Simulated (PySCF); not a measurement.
**BrCl: a composite coupled-cluster calculation**

State: ¹Σ⁺, singlet, closed shell. De refers to Br + Cl. RHF-based CCSD(T) in PySCF 2.14 with Br cc-pVTZ-PP with ECP10, Cl cc-pV(T+d)Z and Br cc-pVQZ-PP with ECP10, Cl cc-pV(Q+d)Z (frozen core orbitals: 14; scalar-relativistic core potentials). Correlation energies are extrapolated as n⁻³ (n = 3, 4), Hartree–Fock as (n+1)·exp(−9√n). CV is the change on freezing 5 orbitals instead, in Br cc-pwCVTZ-PP with ECP10, Cl cc-pwCVTZ.

```
         Level  Re (Å)  ωe (cm⁻¹)  ωexe (cm⁻¹)  αe (cm⁻¹)  De (eV)
    CCSD(T)/TZ  2.1575      437.0         1.80   0.000754    2.160
    CCSD(T)/QZ  2.1471      443.4         1.77   0.000747    2.309
        HF/CBS  2.1221      487.4         1.32   0.000611    0.754
       MP2/CBS  2.1249      468.3         1.54   0.000686    2.588
      CCSD/CBS  2.1331      460.5         1.59   0.000701    2.214
   CCSD(T)/CBS  2.1411      448.0         1.76   0.000744    2.408
CCSD(T)/CBS+CV  2.1346      450.2         1.76   0.000748    2.425
```

**Question.** How much is left between CCSD(T)/QZ and the basis-set limit, and how much do the triples give at the limit?

**Answer.** CCSD(T)/CBS less CCSD(T)/QZ: -6.0 mÅ in Re, +4.6 cm⁻¹ in ωe and +0.099 eV in De. CCSD(T)/CBS less CCSD/CBS: +8.0 mÅ in Re, -12.5 cm⁻¹ in ωe and +0.194 eV in De.

**Question.** What do the later terms add?

**Answer.** CV: -6.5 mÅ in Re, +2.2 cm⁻¹ in ωe and +0.017 eV in De, each against the row above.

Measured (Huber and Herzberg, Constants of Diatomic Molecules (1979)): Re = 2.136065 Å, ωe = 444.276 cm⁻¹, ωexe = 1.843 cm⁻¹. The last row is off by -1.5 mÅ and 6.0 cm⁻¹.

The T1 diagnostic is 0.008. The open-shell atoms are computed with UHF. Spin–orbit coupling, excitations beyond (T) and corrections to the Born–Oppenheimer picture are left out.

The whole job (state search and all basis sets along the bond) took about 20 min on 4 threads of Arm Neoverse V1 (shared host), peak memory 6.8 GiB.
